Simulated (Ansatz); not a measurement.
Calculation: PBE0-D3(BJ)/def2-SVP (Ansatz, a program for electronic structure). No frequencies were computed at this level.

Ansatz 0.2 input:
```yaml
crystal:
  periodic: [false, false, false]
  atoms:
    - { symbol: N, position_ang: [2.423063, 2.165961, -1.045194] }
    - { symbol: C, position_ang: [2.034287, 1.250542, -0.47713] }
    - { symbol: Ge, position_ang: [1.341639, -0.279636, 0.440654] }
    - { symbol: Ge, position_ang: [-0.81338, -0.911468, -0.37578] }
    - { symbol: N, position_ang: [-1.220042, -2.501681, 0.393635] }
    - { symbol: H, position_ang: [1.418532, 0.125397, 1.889699] }
    - { symbol: H, position_ang: [2.437263, -1.304389, 0.254772] }
    - { symbol: H, position_ang: [-0.857669, -0.922447, -1.899426] }
    - { symbol: H, position_ang: [-1.914932, 0.011849, 0.072203] }
    - { symbol: H, position_ang: [-0.534687, -3.241105, 0.32424] }
    - { symbol: H, position_ang: [-2.129533, -2.892212, 0.192251] }
basis:
  gaussian: { orbitals: def2-svp }
hamiltonian:
  xc: pbe0
  dispersion: d3bj
relax:
  max_steps: 150
```

Output:

```
Functional definition: PBE0
1490 factors; integrals over basis functions are off by at most 3.6e-4 eV
mean field evaluation 1: about -117106.5435 eV, gradient 6.3e1 eV
mean field evaluation 2: about -117092.0075 eV, gradient 9.9e1 eV
mean field evaluation 4: about -117114.3199 eV, gradient 9.0e0 eV
mean field evaluation 8: about -117114.5220 eV, gradient 5.1e-1 eV
mean field evaluation 16: about -117114.5226 eV, gradient 4.1e-5 eV
mean field -117114.52260623 eV, -4303.8793227044 hartree, gradient 4.7e-6 eV, S^2 0.000000; 0 other end points of the search recorded, 0 dependent functions left out
reference -117114.52263632 eV, -4303.8793238102 hartree; 45, 45 occupied and 91, 91 virtual orbitals, 1490 factors
relax step   1: F+E_penalty+E_count = -117114.75048712 eV  Δ(F+E_penalty+E_count) = +0.000e0 eV  max|allowed force component| = 1.517e0 eV/Å  Δτ_max = 0.0000 Å  (29 SCF iters, accepted)
these checks for a lower state are left out or cut short: starts, cluster_reference, orbital_swaps, neighbouring_geometries, increment
1490 factors; integrals over basis functions are off by at most 4.3e-4 eV
mean field -117114.62451681 eV, -4303.8830678492 hartree, gradient 1.6e-5 eV, S^2 0.000000; 0 other end points of the search recorded, 0 dependent functions left out
reference -117114.62454697 eV, -4303.8830689574 hartree; 45, 45 occupied and 91, 91 virtual orbitals, 1490 factors
relax step   2: F+E_penalty+E_count = -117114.85398861 eV  Δ(F+E_penalty+E_count) = -1.035e-1 eV  max|allowed force component| = 4.665e-1 eV/Å  Δτ_max = 0.1480 Å  (31 SCF iters, accepted)
these checks for a lower state are left out or cut short: starts, cluster_reference, orbital_swaps, neighbouring_geometries, increment
1490 factors; integrals over basis functions are off by at most 4.2e-4 eV
mean field evaluation 32: about -117114.6433 eV, gradient 1.9e-5 eV
mean field -117114.64328753 eV, -4303.8837576603 hartree, gradient 1.9e-5 eV, S^2 0.000000; 0 other end points of the search recorded, 0 dependent functions left out
reference -117114.64331776 eV, -4303.8837587712 hartree; 45, 45 occupied and 91, 91 virtual orbitals, 1490 factors
relax step   3: F+E_penalty+E_count = -117114.87047931 eV  Δ(F+E_penalty+E_count) = -1.649e-2 eV  max|allowed force component| = 1.332e-1 eV/Å  Δτ_max = 0.0732 Å  (32 SCF iters, accepted)
these checks for a lower state are left out or cut short: starts, cluster_reference, orbital_swaps, neighbouring_geometries, increment
1490 factors; integrals over basis functions are off by at most 4.4e-4 eV
mean field -117114.64453530 eV, -4303.8838035151 hartree, gradient 2.2e-5 eV, S^2 0.000000; 0 other end points of the search recorded, 0 dependent functions left out
reference -117114.64456543 eV, -4303.8838046222 hartree; 45, 45 occupied and 91, 91 virtual orbitals, 1490 factors
relax step   4: F+E_penalty+E_count = -117114.87166495 eV  Δ(F+E_penalty+E_count) = -1.186e-3 eV  max|allowed force component| = 2.879e-1 eV/Å  Δτ_max = 0.1031 Å  (31 SCF iters, accepted)
these checks for a lower state are left out or cut short: starts, cluster_reference, orbital_swaps, neighbouring_geometries, increment
1490 factors; integrals over basis functions are off by at most 4.4e-4 eV
mean field -117114.64690549 eV, -4303.8838906180 hartree, gradient 1.9e-5 eV, S^2 0.000000; 0 other end points of the search recorded, 0 dependent functions left out
reference -117114.64693567 eV, -4303.8838917269 hartree; 45, 45 occupied and 91, 91 virtual orbitals, 1490 factors
relax step   5: F+E_penalty+E_count = -117114.87428082 eV  Δ(F+E_penalty+E_count) = -2.616e-3 eV  max|allowed force component| = 4.792e-2 eV/Å  Δτ_max = 0.0189 Å  (32 SCF iters, accepted)
these checks for a lower state are left out or cut short: starts, cluster_reference, orbital_swaps, neighbouring_geometries, increment
1490 factors; integrals over basis functions are off by at most 4.5e-4 eV
mean field -117114.64730279 eV, -4303.8839052185 hartree, gradient 1.8e-5 eV, S^2 0.000000; 0 other end points of the search recorded, 0 dependent functions left out
reference -117114.64733295 eV, -4303.8839063269 hartree; 45, 45 occupied and 91, 91 virtual orbitals, 1490 factors
relax step   6: F+E_penalty+E_count = -117114.87480391 eV  Δ(F+E_penalty+E_count) = -5.231e-4 eV  max|allowed force component| = 7.379e-2 eV/Å  Δτ_max = 0.0385 Å  (31 SCF iters, accepted)
these checks for a lower state are left out or cut short: starts, cluster_reference, orbital_swaps, neighbouring_geometries, increment
1490 factors; integrals over basis functions are off by at most 4.5e-4 eV
mean field -117114.64770142 eV, -4303.8839198678 hartree, gradient 1.9e-5 eV, S^2 0.000000; 0 other end points of the search recorded, 0 dependent functions left out
reference -117114.64773159 eV, -4303.8839209766 hartree; 45, 45 occupied and 91, 91 virtual orbitals, 1490 factors
relax step   7: F+E_penalty+E_count = -117114.87523723 eV  Δ(F+E_penalty+E_count) = -4.333e-4 eV  max|allowed force component| = 2.048e-2 eV/Å  Δτ_max = 0.0179 Å  (32 SCF iters, accepted)
these checks for a lower state are left out or cut short: starts, cluster_reference, orbital_swaps, neighbouring_geometries, increment
1490 factors; integrals over basis functions are off by at most 4.5e-4 eV
mean field evaluation 64: about -117114.6477 eV, gradient 7.4e-4 eV
mean field -117114.64768044 eV, -4303.8839190969 hartree, gradient 1.2e-5 eV, S^2 0.000000; 0 other end points of the search recorded, 0 dependent functions left out
reference -117114.64771061 eV, -4303.8839202056 hartree; 45, 45 occupied and 91, 91 virtual orbitals, 1490 factors
relax step   8: F+E_penalty+E_count = -117114.87529192 eV  Δ(F+E_penalty+E_count) = -5.469e-5 eV  max|allowed force component| = 4.240e-3 eV/Å  Δτ_max = 0.0066 Å  (25 SCF iters, accepted)
1490 factors; integrals over basis functions are off by at most 4.5e-4 eV
mean field -117114.64768044 eV, -4303.8839190969 hartree, gradient 1.2e-5 eV, S^2 0.000000; 1 other end points of the search recorded, 0 dependent functions left out
reference -117114.64771061 eV, -4303.8839202056 hartree; 45, 45 occupied and 91, 91 virtual orbitals, 1490 factors
Total energy: -117114.87532209 eV, -4303.8922847730 hartree
Atom 0 at     2.328360     2.177115    -1.118692 Å, force    -0.001848    -0.002459     0.000523 eV/Å
Atom 1 at     1.998256     1.253644    -0.499158 Å, force     0.000731    -0.000308     0.000357 eV/Å
Atom 2 at     1.376767    -0.283453     0.490970 Å, force     0.001189     0.001528    -0.001224 eV/Å
Atom 3 at    -0.794565    -0.916810    -0.380766 Å, force    -0.004240    -0.000169    -0.001080 eV/Å
Atom 4 at    -1.168565    -2.532212     0.418309 Å, force    -0.000064    -0.000076    -0.000493 eV/Å
Atom 5 at     1.343189     0.147265     1.963353 Å, force     0.001289     0.000066    -0.000137 eV/Å
Atom 6 at     2.444235    -1.369268     0.285151 Å, force     0.001128     0.000837     0.001038 eV/Å
Atom 7 at    -0.743829    -0.931715    -1.926903 Å, force     0.002163     0.001238    -0.000109 eV/Å
Atom 8 at    -1.867310     0.075215     0.095292 Å, force     0.000125     0.000878     0.000615 eV/Å
Atom 9 at    -0.589007    -3.304410     0.098916 Å, force    -0.000101    -0.000146     0.000363 eV/Å
Atom 10 at    -2.142989    -2.814561     0.343453 Å, force    -0.000373    -0.001390     0.000148 eV/Å
Dipole moment:    -0.496283    -0.855720     0.196489 e Å
```

Cost: very roughly 60 core-seconds.
